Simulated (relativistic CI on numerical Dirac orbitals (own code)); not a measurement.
## What each ingredient does to the levels of Eu XXX

Base calculation: Dirac-Coulomb-Breit CI, orbitals from a KLI potential per configuration, model QED, unscaled Slater integrals.

Configurations in the expansion (outside the closed core [Ar] 3d10): 4s²4p⁴, 4s4p⁵, 4s²4p³4d, 4p⁶, 4s4p⁴4d, 4s²4p³4f, 4s4p⁴4f, 4p⁵4d, 4s4p³4d², 4s²4p²4d4f, 4p⁵4f, 4p⁴4d², 4p³4d³, 4p³4d²4f. Double excitations out of closed p, d and f shells are left out; levels of such configurations are missing from the list, as are those of other unlisted configurations, and high levels can miss mixing partners.

The lowest level and the first level of each name with at least 55 % of one term (blank where a level has no safe partner in the second run):

```csv
Level,Base (cm⁻¹),Shift (cm⁻¹)
4s²4p⁴ ³P2,0,0
4s²4p⁴ ¹S0,63293,
4s²4p⁴ ³P1,300269,-300268
4s²4p⁴ ¹D2,330981,-287348
4s²4p⁴ ³P0,660129,
4s4p⁵ ³P°2,848200,-335469
4s²4p³4d ³D°1,1101819,-244449
4s4p⁵ ³P°0,1138856,-626124
4s²4p³4d ³G°4,1237059,
4s²4p³4d ³G°5,1302169,-390307
4p⁶ ¹S0,1813144,-675109
4s4p⁴4d ⁵F5,1838291,-461992
4s4p⁴4d ³P0,1856080,
4s4p⁴4d ³D1,1882114,
```

At this charge energies of transitions that change n are usually good to better than 1 %, and those within a shell (Δn = 0) to a few per cent.

(1) One thing was changed in a second run, which moved the levels as shown. Which?
A. only the first 3 configurations
B. configuration mixing switched off
C. valence Slater integrals scaled by 0.9
D. non-relativistic limit
E. QED terms removed
F. Breit term removed

Answers

(1) D. Non-relativistic limit. Without relativity the fine structure collapses and s electrons lose their extra binding.

LS names give the leading component of a level, which can be under half, so a name can repeat, a term be missing and a line seem to break the LS rules.
